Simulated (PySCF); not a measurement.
Ga(OH)2(SeH) (GaH3O2Se), SMILES [OH][Ga]([OH])[SeH].

Geometry optimised at PBE0-D3(BJ)/def2-SVP. The values are those of a single conformer.

Two levels are set side by side: TDA-PBE/def2-SVPD (PySCF) and TDA-PBE0/def2-SVPD (PySCF). Vertical, same geometry. The lowest singlet is HOMO→LUMO 100 % with PBE and HOMO→LUMO 96 % with the other functional; states are paired by order. Differences are taken from unrounded values.

```
quantity                               TDA-PBE0  TDA-PBE  TDA-PBE minus TDA-PBE0
-------------------------------------  --------  -------  ----------------------
lowest singlet excitation (eV)             5.02     4.41                   -0.61
lowest triplet excitation (TDA) (eV)       4.66     4.13                   -0.54
first bright state (f over 0.05) (eV)      7.03     6.29                   -0.74
its oscillator strength                    0.35     0.06                   -0.29
```

A lower first singlet is the usual sign of a functional without exact exchange. Differences between two approximate levels are no errors against the true value.

Rough cost on one machine, each run with all the roots and properties that it gave: TDA-PBE0 against TDA-PBE about 3 times.
